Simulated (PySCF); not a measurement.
A species of formula C4H3F7O has this rotational fingerprint, computed with PBE0-D3(BJ)/def2-SVP geometry optimisation, gas phase (PySCF 2.14.0):

```
Rotational constants : A = 1421, B = 799.0, C = 717.3 MHz
Dipole components    : |μa| = 2.21 D, |μb| = 1.61 D, |μc| = 0.20 D
Inertial defect      : -283.59 u·Å²
κ                    : -0.77
```

Question: Which structure is it? (One computed conformer of each.)
A. `[CH3:1][C@@:2]([F:3])([O:4][C:5]([F:6])([F:7])[F:8])[C:9]([F:10])([F:11])[F:12]` with C1–C2–O4–C5 -42°
B. `[CH3:1][O:2][C:3]([F:4])([F:5])[C:6]([F:7])([F:8])[C:9]([F:10])([F:11])[F:12]` with C1–O2–C3–F4 -58°, O2–C3–C6–F7 -172° (heptafluoropropyl methyl ether)

Answer: B. It is COC(F)(F)C(F)(F)C(F)(F)F, an asymmetric top, point group C1. The candidates at the same level (rigid rotor, commonest isotopes):

```
                      SMILES  A (MHz)  B (MHz)  C (MHz)  μa (D)  μb (D)  μc (D)  Δ (u·Å²)  point group                        rotor
C[C@@](F)(OC(F)(F)F)C(F)(F)F     1676    624.1    603.5    0.06    1.21    1.71   -273.71           C1  near-prolate asymmetric top
    COC(F)(F)C(F)(F)C(F)(F)F     1421    799.0    717.3    2.21    1.61    0.20   -283.59           C1               asymmetric top
```

`C[C@@](F)(OC(F)(F)F)C(F)(F)F` has B 22 % too low. No structure here is proved a minimum.
